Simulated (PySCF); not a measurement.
# Telling isomers of C5H11NSi apart by NMR

Computed data (PySCF 2.14): shielding tensors at PBE0/pcSseg-1 (GIAO), coordinates at the GFN2-xTB level. Rapidly exchanging positions averaged, in vacuum, one conformer, non-relativistic Hamiltonian.

Chemical shifts δ = σref − σ; TMS for 1H (σref 31.72) and 13C (σref 186.93), all at this level. Where no couplings were computed, multiplicities follow the n + 1 count of equivalent neighbours, and m marks all less simple cases (inequivalent or close neighbours, rings, F or P nearby). Shifts are as computed. Against solution values, carbons near 30 ppm lie about +3 ppm off and those near 130 ppm about +5 ppm. Of 1211 compounds with measured shifts, 218 miss one by over three times the rms of a fit or turn the order of signals round; such compounds aren't used in these exercises. OH and NH positions are gas-phase values without hydrogen bonding to other molecules.

(1) Tabulate the signals of `C=N[SiH2]CC(=C)C`, `C=N[C@@H]1C[SiH2][C@@H]1C`, `CC1(C)C=C[SiH2]N1` and their relative energies.

(2) What is the quickest way to tell C=N[C@@H]1C[SiH2][C@@H]1C from CC1(C)C=C[SiH2]N1?

(3) What is the quickest way to tell C=N[SiH2]CC(=C)C from C=N[C@@H]1C[SiH2][C@@H]1C?

(4) What is the quickest way to tell C=N[SiH2]CC(=C)C from CC1(C)C=C[SiH2]N1?

## Answers

(1) 
```json
{"SMILES": "C=N[SiH2]CC(=C)C", "carbon types": "1×C 3×CH2 1×CH3", "δC": "171.0, 149.5, 116.0, 30.4, 27.1", "δH": "8.76 (m, 1H), 8.64 (m, 1H), 5.06 (t, 2H), 5.02 (m, 1H), 4.93 (m, 1H), 2.15 (t, 2H), 1.97 (s, 3H)", "E rel. (kcal/mol)": "25.0"}
{"SMILES": "C=N[C@@H]1C[SiH2][C@@H]1C", "carbon types": "2×CH 2×CH2 1×CH3", "δC": "151.3, 76.0, 31.0, 19.2, 16.5", "δH": "7.68 (d, 1H), 7.22 (d, 1H), 4.89 (m, 1H), 4.84 (m, 1H), 3.86 (m, 1H), 2.08 (m, 1H), 1.78 (m, 1H), 0.99 (d, 3H), 0.95 (m, 1H)", "E rel. (kcal/mol)": "34.9"}
{"SMILES": "CC1(C)C=C[SiH2]N1", "carbon types": "1×C 2×CH 2×CH3", "δC": "168.1, 127.2, 67.2, 33.8", "δH": "7.10 (d, 1H), 5.94 (m, 1H), 5.51 (m, 2H), 1.29 (s, 6H), -0.20 (br s, 1H)", "E rel. (kcal/mol)": "0.0"}
```

Energies are electronic energies at PBE0/pcSseg-1 on these geometries, without zero-point or thermal terms, each for the one conformer computed, which needn't be the lowest.

(2) Count the carbon signals: 5 against 4. The first has a C=N carbon (CH2) at 151.3 ppm, the second an alkene CH at 168.1 ppm. In the proton spectra the most deshielded non-exchanging signals are 7.68 (d, 1H) and 7.10 (d, 1H).

(3) Both give the same number of carbon signals, but DEPT or the intensities differ. The first has a fully substituted alkene carbon (C) at 149.5 ppm, the second an sp3 CH bonded to N at 76.0 ppm. Their most deshielded carbons lie at 171.0 and 151.3 ppm. In the proton spectra the most deshielded non-exchanging signals are 8.76 (m, 1H) and 7.68 (d, 1H).

(4) Count the carbon signals: 5 against 4. The first has a C=N carbon (CH2) at 171.0 ppm, the second an alkene CH at 168.1 ppm. In the proton spectra the most deshielded non-exchanging signals are 8.76 (m, 1H) and 7.10 (d, 1H).
